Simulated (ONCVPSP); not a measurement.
Zn (Z = 30), ONCV: configuration errors across variants

```json
{"Element": "Zn", "Generator": "ONCVPSP 4.0.1", "Type": "optimised norm-conserving Vanderbilt (ONCV)", "Functional": "PBE", "Relativity": "scalar-relativistic", "Frozen core": "[Ne]", "Valence charge": "20", "Reference configuration": "3s2 3p6 3d10 4s1 4p1", "Partial waves": "3s+4s: rc 1.00 bohr, ncon 4, nbas 9, qcut 12.2 1/bohr, 2 projectors; 3p+4p: rc 1.20 bohr, ncon 5, nbas 9, qcut 11.1 1/bohr, 2 projectors; 3d: rc 0.85 bohr, ncon 5, nbas 9, qcut 20.1 1/bohr, 1 projector", "Local potential": "polynomial inside 0.60 bohr (lpopt 5, dvloc0 6 Ha)", "Core correction": "polynomial model core, fcfact 0.2"}
```

All-electron excitation energies from the reference (eV): (1) 3s2 3p6 3d10 4s2 4p0 -5.087; (2) 3s2 3p6 3d10 4s1 4p0 4.802; (3) 3s2 3p6 3d10 4s0 4p0 23.245; (4) 3s2 3p6 3d10 4s0 4p1 11.126.

Errors AE − PS in meV (a dash: test not solved or not reliable):

| change | (1) | (2) | (3) | (4) | bound ghosts | GHOST(+) flags above zero |
| --- | --- | --- | --- | --- | --- | --- |
| base | +0.5 | -0.3 | -0.6 | -0.3 | none | s |
| local potential polynomial inside 0.60 bohr (lpopt 5, dvloc0 2.5 Ha) | +0.5 | -0.3 | -0.7 | -0.3 | none | s |
| p: rc 1.8 | +0.2 | -0.4 | -1.8 | -0.7 | none | s |
| s: qcut 11.4 | +0.5 | -0.3 | -0.6 | -0.3 | none | s |

Problem. Give the same row for: core correction polynomial model core, fcfact 0.96.

Solution. +0.4, -0.3, -0.7, -0.3; bound ghosts: none; GHOST(+) flags above zero: s.
